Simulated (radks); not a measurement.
C2+, configuration [He] 2s2 (the NIST ground configuration).

Calculated with a radial shooting solver on a logarithmic mesh with Libxc functionals: scalar-relativistic Kohn-Sham, Slater X-alpha with alpha = 0.551, spin-polarised, spherical densities, point nucleus.

Energy parts (eV):
| part | energy |
|---|---|
| total | -958.629 |
| kinetic | 959.431 |
| electron-nucleus | -2156.376 |
| Hartree | 321.218 |
| exchange | -82.903 |

Orbitals (lengths in bohr, moments of r in powers of bohr; <r^-3> diverges for s and p1/2; r(max) is where P^2 peaks):
| orbital | occ. | eigenvalue (eV) | <r^-3> | <r> | r(max) |
|---|---|---|---|---|---|
| 1s | 2 | -295.6259 | - | 0.2749 | 0.1764 |
| 2s | 2 | -36.8968 | - | 1.399 | 1.146 |

The highest occupied level is 2s at -36.897 eV. For comparison, the ionisation energy in NIST's Atomic Spectra Database is 47.888 eV (measured). In exact Kohn-Sham theory the highest level is minus the ionisation energy, but local and semilocal functionals leave it too shallow, through self-interaction and a potential that decays too fast; potentials with the right tail come closer. Summed over all electrons, <r^2> = 4.835 bohr^2, which gives a Langevin (diamagnetic) susceptibility term of -3.83 x 10^-6 cm^3/mol. The density falls to 0.001 e/bohr^3 at r = 2.85 bohr.
